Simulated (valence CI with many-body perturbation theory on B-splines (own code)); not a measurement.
Results of a calculation; reference values are marked as such.
**Run record, Pm LV**

The program does CI of the valence electrons with many-body perturbation theory for a frozen closed Dirac-Fock core.

Command, and the settings that its task file holds:

```sh
python run_cv.py task.json out
```

```
atom Pm  Z=61  mass_number=145  rms_radius_fm=4.9620
core [He]
valence 2s2 2p3
avg = 1
basis = S
breit = 1
cap = 10000
capref = 1200
cscale = 1
de = 0.0
dress = 0
eps = 2e-08
extrap = 1
h = 0.27
hh = 1
l2 = 3
lcore = 6
maxit = 60
n2 = 5
natural = 1
nlev = 21
nno = [3, 3, 3, 2, 1]
nroot = 26
ns = 2
nsp = [3, 3, 2, 1, 0]
pt2 = 1
qed = 1
rpa = 1
s1 = 1
s2 = 1
s3 = 1
screen = 1
tol = 2e-05
whole = 1
```

Log. The first blocks belong to the next ion, which gives the ionisation energy. Fields: 2J, parity (1 odd), roots, reference size, generating configurations, candidates as configurations/state functions, variational space P, stored matrix elements, Davidson steps; e2 is the range of second-order energies in hartree. The first line gives the box (bohr), its intervals, the orbitals and the steps of their self-consistent field. Window is the range of levels sought, series limit the energy at which the first omitted orbital would enter, core excitation an estimate of the first excitation out of the core, left out the lowest levels not solved, and shifts from estimates the range by which levels moved from their first estimate, all in cm⁻¹.

```
rmax 1.1 intervals 53 orbitals 36 references ['2s2 2p3', '2s 2p4', '2p5'] scf 3 t 0.2
2J=0 par=0 roots 2 ref 28 generators 4 cand 1153/1578 P 717/1000 nnz 0 it 0
2J=0 par=0 roots 2 ref 28 generators 4 cand 462/606 P 1001/1400 nnz 0 it 4
   second order: generators 6 cand 1050/1680 e2 -0.00001 -0.00001
reference levels 430, estimated 336, window 52435751 1/cm; series limit 66803148, core excitation 312310584
2J=3 par=1 roots 12 ref 68 generators 13 cand 7400/55173 P 1300/5190 nnz 2.4e+06 it 8
2J=3 par=1 roots 12 ref 68 generators 20 cand 7444/57795 P 2218/9998 nnz 7.3e+06 it 10
   second order: generators 23 cand 7760/57619 e2 -0.01981 -0.00218
2J=5 par=1 roots 6 ref 53 generators 9 cand 7082/61896 P 1071/4474 nnz 2.1e+06 it 5
2J=5 par=1 roots 6 ref 53 generators 16 cand 7623/67771 P 1967/9997 nnz 8e+06 it 6
   second order: generators 18 cand 7503/66555 e2 -0.01238 -0.00422
2J=1 par=1 roots 8 ref 45 generators 11 cand 6730/31108 P 1339/3785 nnz 1.2e+06 it 5
2J=1 par=1 roots 8 ref 45 generators 18 cand 6774/32967 P 2890/10000 nnz 6.6e+06 it 8
   second order: generators 21 cand 6219/31686 e2 -0.00411 -0.00061
2J=5 par=0 roots 6 ref 60 generators 10 cand 7255/62229 P 1227/4592 nnz 2.1e+06 it 5
2J=5 par=0 roots 6 ref 60 generators 17 cand 7555/68131 P 2155/9983 nnz 7.6e+06 it 5
   second order: generators 19 cand 7045/63603 e2 -0.01199 -0.00288
2J=1 par=0 roots 6 ref 53 generators 8 cand 4473/17625 P 1453/4080 nnz 1.4e+06 it 5
2J=1 par=0 roots 6 ref 53 generators 15 cand 6503/31229 P 2899/9994 nnz 7.3e+06 it 5
   second order: generators 15 cand 5057/25315 e2 -0.00076 -0.00005
2J=3 par=0 roots 8 ref 72 generators 9 cand 6271/44142 P 1261/5189 nnz 2.6e+06 it 5
2J=3 par=0 roots 8 ref 72 generators 17 cand 7440/55409 P 2169/9991 nnz 7.6e+06 it 8
   second order: generators 18 cand 6966/53830 e2 -0.01200 -0.00219
2J=7 par=1 roots 2 ref 30 generators 6 cand 5238/50664 P 892/3539 nnz 1.4e+06 it 5
2J=7 par=1 roots 2 ref 30 generators 9 cand 6026/56242 P 1840/9995 nnz 9.2e+06 it 6
   second order: generators 10 cand 5078/49786 e2 -0.00340 -0.00186
2J=7 par=0 roots 1 ref 27 generators 2 cand 2661/27796 P 898/3517 nnz 1.3e+06 it 4
2J=7 par=0 roots 1 ref 27 generators 6 cand 5520/49879 P 1714/9997 nnz 1.1e+07 it 5
   second order: generators 7 cand 4938/46239 e2 -0.00054 -0.00054
2J=9 par=0 roots 1 ref 8 generators 2 cand 1874/17883 P 866/3500 nnz 1.5e+06 it 4
2J=9 par=0 roots 1 ref 8 generators 3 cand 2048/18341 P 1654/9995 nnz 1.3e+07 it 5
   second order: generators 4 cand 2221/21469 e2 -0.00005 -0.00005
2J=9 par=1 roots 1 ref 11 generators 2 cand 2144/19060 P 765/3510 nnz 1.6e+06 it 4
2J=9 par=1 roots 1 ref 11 generators 3 cand 2134/18429 P 1541/9991 nnz 1.3e+07 it 5
   second order: generators 3 cand 1358/11948 e2 -0.00008 -0.00008
left out: unestimated 69834739, estimated 55312295, shifts from estimates -78 to 114
```

Problem. What became of the run, and why?

Solution. It gave no result: the setting left no core shell for the response of the core. The program said: "need at least one array to concatenate".
